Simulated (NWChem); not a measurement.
Lowest excitation of CH2F (+1)

```
C
F 1 1.2234
H 1 1.1080 2 117.30
H 1 1.1080 3 125.39 2 180.00
```
Charge +1, spin multiplicity 1.

The numbers come from NWChem runs, not from measurements. The geometry was optimised at PBE0/def2-SVP, a minimum by its harmonic frequencies.

Basis set: def2-SVPD.

The correlated methods keep 2 core orbitals frozen. The spin multiplicity of the parent species was assumed, not shown to be that of its ground state. The structure started from a generated list of species. No row is a measurement; the coupled-cluster row has its own basis-set and correlation limits.

Question: Order these methods by the lowest vertical singlet excitation energy they give, lowest first: CIS, TD-PBE, TDA-PBE0, EOM-CCSD.

Answer: TD-PBE (4.99 eV), TDA-PBE0 (5.35 eV), EOM-CCSD (5.54 eV), CIS (6.45 eV)
